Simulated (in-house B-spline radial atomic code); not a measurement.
Results of a calculation; reference values are marked as such.
## C6 from the polarisability at imaginary frequency: In3+

B3LYP (VWN-RPA) linear response of the closed shell [Kr] 4d10, from an all-electron radial atomic-structure program (B-spline basis); scalar-relativistic (spin-free one-electron X2C), finite nucleus, no spin-orbit coupling; shells from n = 2 respond.

The dispersion coefficient of two like species is C6 = (3/π) ∫ α(iu)² du from 0 to ∞.

| u (hartree) | α(iu) (bohr³) |
| --- | --- |
| 0 | 3.473 |
| 0.24 | 3.369 |
| 0.56 | 3.01 |
| 0.96 | 2.485 |
| 1.6 | 1.8 |
| 2.4 | 1.234 |
| 3.6 | 0.758 |
| 5.6 | 0.4027 |
| 8 | 0.2312 |
| 12 | 0.1213 |
| 20 | 0.05404 |
| 40 | 0.01767 |

Q: Fit one oscillator, α(iu) = α(0)/(1 + u²/ω²), through u = 0.96 and estimate C6.

A: From α(0)/α(iu) − 1 = 3.473/2.485 − 1 = 0.3976, ω = u/√0.3976 = 1.5225 hartree (41.4 eV). London's formula gives C6 = (3/4) α(0)² ω = 0.75 × 3.473² × 1.5225 = 13.77 hartree·bohr⁶, and the oscillator holds f = α(0) ω² = 8.05 electrons, of a sum of oscillator strengths of 44.5.

Q: How does that compare with the full integral?

A: The program's quadrature over all excitations gives C6 = 15.35, so the single oscillator is off by -10.2 %. At the last point the fit gives α = 0.00502 against 0.0177: higher excitations, and deeper shells where there are any, keep the true curve higher at large u.
